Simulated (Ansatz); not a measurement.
Abridged output of a molecular run in Ansatz:

```
Functional definition: HF
1848 factors; integrals over basis functions are off by at most 1.6e-3 eV
mean field evaluation 1: about -22983.3540 eV, gradient 3.8e1 eV
mean field evaluation 2: about -22983.3711 eV, gradient 3.8e1 eV
mean field evaluation 4: about -22987.7590 eV, gradient 4.0e0 eV
mean field evaluation 8: about -22987.8172 eV, gradient 1.3e-4 eV
mean field -22987.81722767 eV, -844.7867014149 hartree, gradient 2.5e-6 eV, S^2 0.000000; 0 other end points of the search recorded, 0 dependent functions left out
14 core orbitals not correlated: weight in the atoms' cores, before any rotation towards them, 1.000 or more for the frozen orbitals, at most 0.000 for the correlated occupied ones
reference -22987.81722767 eV, -844.7867014149 hartree; 26, 26 occupied and 134, 134 virtual orbitals, 1848 factors
second order -25.77146157 eV of doubles, -0.00000000 eV of singles
cycle   1  -27.33955778 eV  change    -1.6e0 eV  update   1.1e-1
cycle   2  -28.03506372 eV  change   -7.0e-1 eV  update   3.2e-2
cycle   3  -28.15225430 eV  change   -1.2e-1 eV  update   1.4e-2
cycle   4  -28.15244124 eV  change   -1.9e-4 eV  update   3.8e-3
cycle   5  -28.15182534 eV  change    6.2e-4 eV  update   1.5e-3
cycle   6  -28.15153663 eV  change    2.9e-4 eV  update   4.9e-4
cycle   7  -28.15138410 eV  change    1.5e-4 eV  update   1.7e-4
cycle   8  -28.15138800 eV  change   -3.9e-6 eV  update   6.4e-5
perturbative correction -0.84619544 eV, -0.0310971089 hartree
Total energy: -23016.81481112 eV, -845.8523429512 hartree
```

Its atoms:

```xyz
19

C     1.592    2.114    2.235
C     0.279    1.409    1.929
In    0.157    0.643   -0.082
Cl    1.711    1.814   -1.460
C    -0.891   -0.802   -1.314
C    -1.768   -1.750   -0.509
C     0.089   -1.545   -2.211
H     2.443    1.430    2.182
H     1.582    2.545    3.242
H     1.793    2.921    1.528
H    -0.570    2.092    2.038
H     0.094    0.579    2.615
H    -1.530   -0.173   -1.944
H    -1.177   -2.377    0.165
H    -2.315   -2.429   -1.175
H    -2.509   -1.223    0.098
H     0.712   -0.863   -2.793
H     0.757   -2.192   -1.633
H    -0.450   -2.193   -2.913
```

(1) Which basis set was used?
A. cc-pV(T+d)Z
B. def2-SVP
C. cc-pV(Q+d)Z
D. def2-TZVPPD

(2) Write the keys of the input that set method, charge and spin (a neutral closed shell needs none for the last two).

Answers

(1) B. It gives 174 functions.

(2) 
```yaml
correlation: {method: ccsd_t}
```
